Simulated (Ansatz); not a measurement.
ClFGaH₃O₂Si (`O[Si](O)(F)[GaH][Cl]`) at its PBE0-D4/def2-TZVP geometry, where that method's forces vanish. Charge 0, multiplicity 1.

```xyz
9

O     1.2185   -0.5736   -1.1299
Si    0.3699   -0.4972    0.2620
O     1.4101   -0.1194    1.4513
F    -0.2887   -1.9298    0.5366
Ga   -1.4259    1.0906    0.1553
Cl   -2.1398    1.2065   -1.8908
H     0.7394   -0.7267   -1.9470
H     2.2994   -0.4799    1.4196
H    -2.1829    2.0295    1.1430
```

Q: What forces (eV/Å) does ωB97M-V/def2-TZVPP give on these atoms in Ansatz 0.2.0? (An estimate is asked.)

A: Computed: 
```
O1   0.003 -0.002 -0.110
Si2 -0.164  0.179 -0.009
O3   0.108  0.013  0.070
F4  -0.063 -0.110  0.021
Ga5  0.052 -0.014  0.118
Cl6 -0.005  0.001 -0.020
H7   0.028  0.005  0.011
H8  -0.031  0.018  0.014
H9   0.070 -0.091 -0.095
```
